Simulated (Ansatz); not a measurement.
Total energies of the cluster Pt2H2 (the lowest singlet isomer of a short search) from Ansatz at PBE-D4/def2-TZVP, gas phase (1 Eh = 27.2114 eV = 2625.5 kJ/mol). The reference geometry is relaxed at PBE0-D4/def2-TZVP.

```xyz
4

Pt    0.350   -1.133   -0.500
Pt    0.439    1.173    0.297
H    -0.030    0.778    1.675
H    -0.759   -0.818   -1.472
```

```csv
state,geometry,energy (Eh)
charge 0 singlet,reference,-239.97072
charge 1 doublet,reference,-239.66043
charge 0 triplet,relaxed at PBE0-D4/def2-TZVP,-239.96045
charge 0 quintet,relaxed at PBE0-D4/def2-TZVP,-239.87624
free Pt atom (triplet),–,-119.30159
free H atom (doublet),–,-0.49962
```

In the def2 sets Pt takes a core potential; there is no spin–orbit coupling.

Problem. Work out the vertical ionisation energy to the doublet.

Solution. E(charge 1 doublet) − E(charge 0 singlet) = -239.66043 − (-239.97072) = 0.31029 Eh = 8.44 eV. For comparison, −ε of the highest occupied level is 5.17 eV at this level, 3.27 eV less.

Problem. Which of the charge 0 states is lowest, and how far above it are the others?

Solution. The singlet. triplet: -239.96045 − (-239.97072) = 0.01027 Eh = 27.0 kJ/mol; quintet: -239.87624 − (-239.97072) = 0.09448 Eh = 248.1 kJ/mol. The quintet differs in its bonds from the reference.

Problem. What is the binding energy per atom against free atoms?

Solution. Atoms: 2 × (-119.30159) + 2 × (-0.49962) = -239.60242 Eh. Binding: -239.60242 − (-239.97072) = 0.36830 Eh = 10.02 eV, or 2.51 eV for each of 4 atoms (no zero-point energy, no counterpoise term).

The structure comes from a short search, and lower isomers may exist.
